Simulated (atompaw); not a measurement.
**promethium PAW (atompaw): all-electron and pseudo phase curves**

Pm (Z = 61), PAW, made with atompaw 4.2.0.5 (PBE, scalar-relativistic). Core [Kr] 4d10, reference 4f4 5s2 5p6 5d1 6s2 6p0. Waves: 5s (bound): rc 1.60 bohr; 6s (bound): rc 2.80 bohr; 5p (bound): rc 2.40 bohr; 6p (bound, empty): rc 2.55 bohr; 5d (bound): rc 3.00 bohr; 5d channel at 2 Ry: rc 3.00 bohr; 4f (bound): rc 0.95 bohr; 4f channel at 3.5 Ry: rc 0.95 bohr. Local part: troulliermartins scheme with l = 4 at 0 Ry, radius 2.35 bohr. Core correction: smooth core density matched at 2.15 bohr. Augmentation charge: sinc compensation charge, radius 2.55 bohr; PAW radius 3.00 bohr; waves and projectors: custom polynom gramschmidtortho.

The phase is arctan(r·u′/u) with u = r·R(r), unwrapped; energies in Ry, scanned from -5 to 5 Ry. A pole is an energy at which the radial function vanishes at the test radius. The pseudo phase is shifted by a multiple of π to meet the all-electron one at the reference energy, and phase errors are pseudo minus all-electron; the curves can meet again beyond the range given. Levels narrower than the energy grid can be missing from the lists of poles.

```csv
channel,radius (bohr),reference energy (Ry),"poles, all-electron","poles, pseudo",unbroken range about the reference energy with phases within 0.05 rad,phase error 1 Ry above the reference energy (rad)
s,3.02,-0.29,"-3.27, 2.38","-3.27, 1.80, 4.22",below 1.6,-0.022
p,3.02,-0.10,"-1.71, 3.61","-1.71, 3.46",below 4.8,-0.006
d,3.02,-0.21,0.49,0.49,the whole range,-0.000
f,3.02,-0.55,"-0.52, 3.13","-0.52, 3.13",the whole range,+0.000
```

Phases in the d channel:

```
E (Ry)  all-electron  pseudo
 -5.00         1.419   1.419
 -4.52         1.410   1.410
 -4.04         1.400   1.400
 -3.56         1.388   1.387
 -3.08         1.372   1.372
 -2.60         1.351   1.351
 -2.12         1.322   1.322
 -1.64         1.275   1.275
 -1.16         1.185   1.185
 -0.68         0.910   0.909
 -0.20        -0.752  -0.752
  0.28        -1.480  -1.480
  0.76        -1.646  -1.646
  1.24        -1.751  -1.751
  1.72        -1.874  -1.874
  2.20        -2.115  -2.116
  2.68        -2.925  -2.929
  3.16        -4.074  -4.080
  3.64        -4.417  -4.422
  4.12        -4.547  -4.552
  4.60        -4.618  -4.623
```
